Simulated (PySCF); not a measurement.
**Two-component Hartree-Fock for Hf²⁺ (hafnium, charge +2)**

Start: [Xe] 4f14 5d1 6s1; 5d5/2 filled at m_j = +5/2; 6s1/2 filled at m_j = +1/2. Calculated with PySCF 2.14 in x2c-TZVPall-2c with one added diffuse shell each of s, p, d type (12s12p11d2f, 117 functions): generalised Hartree-Fock with the X2C-1e Hamiltonian and a Gaussian nucleus; spin-orbit coupling (SO) screened by Boettger's factors. This is a chosen level, not necessarily the ground level.

```csv
spinor shell,electrons,"ε, screened SO (eV)",weight of nominal j (screened SO),"rms radius, screened SO (bohr)"
1s1/2,2,-65691.7,1.000,0.0215
2s1/2,2,-11384.6,1.000,0.0869
2p1/2,2,-10853.8,1.000,0.0740
2p3/2,4,-9656.5,1.000,0.0812
3s1/2,2,-2667.0,1.000,0.222
3p1/2,2,-2431.9,1.000,0.214
3p3/2,4,-2170.7,1.000,0.228
3d3/2,4,-1777.2,1.000,0.202
3d5/2,6,-1720.7,1.000,0.206
4s1/2,2,-582.11,1.000,0.498
4p1/2,2,-484.39,1.000,0.508
4p3/2,4,-424.10,1.000,0.541
4d3/2,4,-262.95,1.000,0.571
5s1/2,2,-98.214,1.000,1.22
5p1/2,2,-66.946,0.996,1.35
5p3/2,4,-59.045,0.998,1.46
4f5/2,6,-50.049,0.996,0.740
4f7/2,8,-48.386,0.997,0.746
5d5/2,1,-23.557,1.000,2.26
6s1/2,1,-21.377,0.990,3.24
```

Question: Where does 4d5/2 lie, and what is the 4d spin-orbit splitting (screened SO)?

Answer: At -251.68 eV, 11.278 eV above 4d3/2.

| quantity | screened SO |
| --- | --- |
| E (hartree) | -15082.04931 |
| M_J | 3 |
| ⟨J²⟩ | 12.053 |
| ⟨L²⟩ | 6.178 |
| ⟨S²⟩ | 2.116 |

Each row is a mean over spinors that exchange with the open shell spreads, by up to 3.293 eV (5p3/2).

⟨J²⟩ departs a little from M_J(M_J + 1) because the unrestricted spinors polarise the closed shells.

Breit and QED terms are absent; they matter most for the inner s and p1/2 levels.

Densities and radii are taken from the X2C orbitals without a picture-change correction, which distorts them close to the nucleus.
